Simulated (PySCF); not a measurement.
AlH6P3, SMILES [PH2][Al]([PH2])[PH2]. The structure is a stationary point at PBE-D3(BJ)/def2-SVP. The values are those of a single conformer.

Computed with PBE-D3(BJ)/def2-SVP (PySCF).

Harmonic wavenumbers (cm⁻¹): 83, 85, 99, 116, 117, 127, 277, 442, 444, 455, 459, 522, 544, 622, 630, 1038, 1041, 1049, 2307, 2309, 2311, 2327, 2330, 2331. Rotational constants (GHz): 1.791, 1.780, 0.9103; symmetry number 1.

Q: Work out the zero-point energy and the ideal-gas rigid-rotor harmonic-oscillator thermochemistry at 298.15 K and 1 atm.

A: ZPE = ½ Σ hcν = ½ × 22065 cm⁻¹ = 31.54 kcal/mol. H − E(el) = 38.09 kcal/mol. Entropy in cal/(mol K): translation 40.41, rotation 29.10, vibration 27.32, total 96.82. G − E(el) = 9.22 kcal/mol. Cp = 32.10 cal/(mol K). Modes under 150 cm⁻¹ make the vibrational entropy uncertain.
